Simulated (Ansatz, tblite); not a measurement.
Forces on Al₁₃As₁₃H₃₀, a nanocrystal cut from zinc blende AlAs (hydrogen-capped) at its r2SCAN-D4/def2-SVP geometry. The state is a singlet with charge 0.

The xTB rows come from tblite. Single mean-field runs in def2-TZVP are fitted with def2-universal-jkfit.

GFN1-xTB (tblite), largest force 0.79 eV/Å:

```xyz
56
positions Å, forces eV/Å
Al   -2.364   -0.517    2.038    0.261    0.622   -0.407
Al   -0.940    3.424    2.528   -0.121   -0.571   -0.384
Al    0.109    0.605    5.282    0.025    0.026   -0.784
Al    1.435   -1.866    2.114    0.204    0.642   -0.408
Al    2.800    2.097    2.602   -0.253   -0.525   -0.386
Al   -3.579    2.356   -0.803    0.486   -0.325    0.382
Al   -4.984   -1.459   -1.147    0.717    0.306    0.090
Al   -0.994   -2.850   -0.951    0.240    0.657   -0.362
Al   -2.229    0.059   -3.746    0.438   -0.244    0.486
Al    0.345    0.940   -0.575    0.039    0.106   -0.064
Al    4.289   -0.438   -0.646   -0.595    0.058    0.361
Al    1.899   -1.407   -3.663   -0.511    0.093    0.467
Al    2.984   -4.289   -0.987   -0.366    0.692    0.068
As   -1.607    1.302    3.560    0.536    0.002   -0.177
As   -4.084    0.298    0.434    0.309   -0.089   -0.464
As   -2.772    3.988    0.916    0.256   -0.549   -0.027
As   -0.380   -1.035    0.633   -0.082   -0.222    0.136
As    0.938    2.701    1.060   -0.131   -0.336    0.589
As    1.941    0.042    3.631   -0.407    0.337   -0.196
As    3.339   -2.338    0.582   -0.279    0.120   -0.475
As    4.633    1.359    1.064   -0.545   -0.265   -0.043
As   -1.506    1.710   -2.026   -0.477   -0.476    0.152
As   -2.804   -1.880   -2.358   -0.031    0.490    0.278
As    1.071   -3.257   -2.280    0.324    0.363    0.285
As   -0.100   -0.558   -4.910   -0.033   -0.058    0.603
As    2.318    0.352   -1.949    0.065   -0.668    0.163
H    -2.890   -1.770    2.857   -0.059   -0.132    0.090
H    -0.586    4.666    3.448    0.015    0.059    0.095
H    -0.379   -0.730    5.996    0.093    0.266    0.061
H     0.557    1.911    6.081   -0.081   -0.223    0.074
H     1.025   -3.159    2.936   -0.041   -0.139    0.090
H     3.275    3.296    3.525    0.022    0.057    0.095
H    -4.689    3.004   -1.731   -0.100    0.013   -0.051
H    -5.379   -2.757   -0.316   -0.109    0.184   -0.193
H    -5.977   -0.737   -2.166   -0.024   -0.201    0.146
H    -1.478   -4.173   -0.223   -0.052   -0.144    0.075
H    -3.295    0.633   -4.770   -0.097    0.008   -0.056
H     5.591   -0.647   -1.526    0.087   -0.054   -0.047
H     3.124   -1.647   -4.641    0.083   -0.056   -0.053
H     2.442   -5.534   -0.158    0.207    0.071   -0.187
H     4.245   -4.369   -1.961   -0.113   -0.168    0.144
H    -2.833    1.687    4.362   -0.009    0.014   -0.043
H    -5.268    0.700    1.288    0.032    0.031    0.010
H    -3.970    4.429    1.724    0.243    0.193   -0.254
H    -2.478    5.317    0.257   -0.286   -0.120    0.264
H     1.387    3.921    0.284   -0.002   -0.006   -0.031
H     3.105   -0.422    4.481    0.018    0.004   -0.042
H     4.480   -2.762    1.483   -0.006    0.045    0.009
H     5.811    0.955    1.919   -0.058    0.300   -0.260
H     5.267    2.567    0.412    0.137   -0.270    0.273
H    -1.031    2.941   -2.768    0.030    0.007    0.008
H    -3.125   -2.946   -3.385    0.042    0.014   -0.011
H     0.685   -4.300   -3.308   -0.023    0.038   -0.013
H    -0.440   -1.577   -5.973    0.134    0.378   -0.017
H     0.316    0.562   -5.836   -0.133   -0.379   -0.068
H     2.752    1.598   -2.693   -0.019    0.024    0.007
```

GFN2-xTB (tblite), largest force 0.50 eV/Å:

```
Al -0.183 -0.062 0.165
Al 0.025 0.220 0.359
Al 0.000 -0.010 -0.186
Al 0.097 -0.162 0.171
Al 0.106 0.191 0.360
Al -0.386 0.053 -0.160
Al 0.174 0.060 0.033
Al -0.082 -0.234 -0.055
Al -0.357 0.003 -0.224
Al 0.076 0.205 -0.125
Al 0.338 -0.204 -0.146
Al 0.287 -0.225 -0.212
Al -0.098 0.157 0.027
As 0.426 -0.147 0.211
As -0.033 -0.333 -0.369
As 0.063 -0.078 -0.025
As -0.131 -0.356 0.218
As -0.014 -0.013 0.491
As -0.430 0.158 0.194
As -0.171 -0.284 -0.372
As -0.098 -0.022 -0.028
As -0.450 -0.189 -0.059
As -0.342 0.194 0.306
As 0.377 -0.062 0.320
As 0.005 0.020 0.101
As 0.231 -0.431 -0.044
H 0.065 0.208 -0.118
H -0.085 -0.174 -0.226
H 0.100 0.281 0.003
H -0.085 -0.240 -0.014
H 0.085 0.201 -0.118
H -0.036 -0.191 -0.226
H 0.235 -0.044 0.177
H -0.058 0.217 -0.196
H 0.060 -0.181 0.169
H 0.072 0.196 -0.134
H 0.253 -0.074 0.139
H -0.216 0.116 0.169
H -0.248 0.103 0.129
H 0.189 0.129 -0.191
H -0.167 -0.100 0.164
H -0.111 0.062 -0.010
H -0.039 0.091 0.081
H 0.149 0.167 -0.171
H -0.215 0.039 0.158
H 0.066 0.178 -0.179
H 0.126 -0.022 -0.006
H 0.085 0.047 0.083
H -0.004 0.221 -0.174
H 0.186 -0.103 0.166
H 0.130 0.203 -0.099
H 0.046 -0.055 -0.106
H -0.067 -0.014 -0.108
H 0.094 0.261 -0.051
H -0.071 -0.207 -0.158
H 0.031 0.238 -0.101
```

r2SCAN-D4/def2-TZVP (Ansatz), largest force 0.06 eV/Å:

```
Al 0.007 0.002 -0.006
Al 0.013 0.000 0.009
Al 0.004 0.009 -0.003
Al -0.005 0.005 -0.007
Al -0.012 0.008 0.009
Al -0.004 -0.007 -0.014
Al 0.002 0.008 -0.006
Al 0.003 0.009 0.003
Al -0.014 0.008 0.006
Al -0.003 -0.013 0.008
Al -0.001 -0.009 -0.014
Al 0.015 -0.002 0.006
Al 0.004 0.007 -0.006
As -0.030 0.008 0.026
As -0.033 0.007 0.021
As -0.028 0.044 0.008
As -0.004 -0.009 0.006
As 0.008 0.023 0.002
As 0.028 -0.012 0.028
As 0.030 -0.016 0.023
As 0.049 0.016 0.010
As -0.007 0.017 -0.017
As -0.013 -0.029 -0.025
As -0.007 -0.031 -0.025
As 0.000 -0.004 -0.053
As 0.015 0.009 -0.015
H 0.019 0.044 -0.029
H -0.011 -0.040 -0.029
H 0.019 0.052 -0.022
H -0.018 -0.053 -0.022
H 0.014 0.046 -0.029
H -0.015 -0.038 -0.029
H 0.035 -0.021 0.030
H 0.010 0.048 -0.033
H 0.031 -0.033 0.040
H 0.017 0.047 -0.025
H 0.034 -0.019 0.033
H -0.042 0.006 0.028
H -0.039 0.007 0.031
H 0.024 0.043 -0.033
H -0.046 -0.005 0.038
H 0.045 -0.011 -0.034
H 0.047 -0.011 -0.032
H 0.050 -0.011 -0.036
H -0.017 -0.053 0.029
H -0.017 -0.047 0.028
H -0.041 0.020 -0.035
H -0.042 0.021 -0.034
H -0.045 0.022 -0.038
H -0.021 -0.051 0.030
H -0.017 -0.047 0.029
H 0.015 0.042 0.036
H 0.014 0.043 0.036
H 0.016 0.047 0.039
H -0.018 -0.049 0.034
H -0.018 -0.047 0.029
```
